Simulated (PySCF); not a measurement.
# TeP: from constants to spectrum

PBE constants of TeP, ²Π (doublet), unpaired electrons π ↑ (basis Te def2-SVPD with ECP28, P def2-SVPD; scalar-relativistic core potentials; PySCF 2.14; masses 129.9062 and 30.9738 u):

```
ωe              : 460.2 cm⁻¹
ωexe            : 1.34 cm⁻¹
Be              : 0.12974 cm⁻¹
αe              : 0.000489 cm⁻¹
D (centrifugal) : 4.12e-08 cm⁻¹
De to Te + P    : 3.51 eV
```

(1) Give the vibrational terms G(v) and spacings up to v = 6.

(2) How well does the Morse estimate ωe²/(4ωexe) reproduce De, and what is D0?

Spin–orbit coupling is left out, which matters for elements this heavy, above all for dissociation energies. The state was picked by a PBE0 search and need not be the measured ground state.

Answers

(1) G(v) = ωe(v+½) − ωexe(v+½)².

```csv
v,G(v) (cm⁻¹),G(v) − G(v−1),Bv (cm⁻¹)
0,229.8,,0.1295
1,687.3,457.5,0.1290
2,1142.1,454.8,0.1285
3,1594.3,452.2,0.1280
4,2043.8,449.5,0.1275
5,2490.6,446.8,0.1271
6,2934.7,444.1,0.1266
```

(2) It gives 4.90 eV, 140 % of the computed De. D0 = De − G(0) = 3.51 − 0.03 = 3.48 eV.
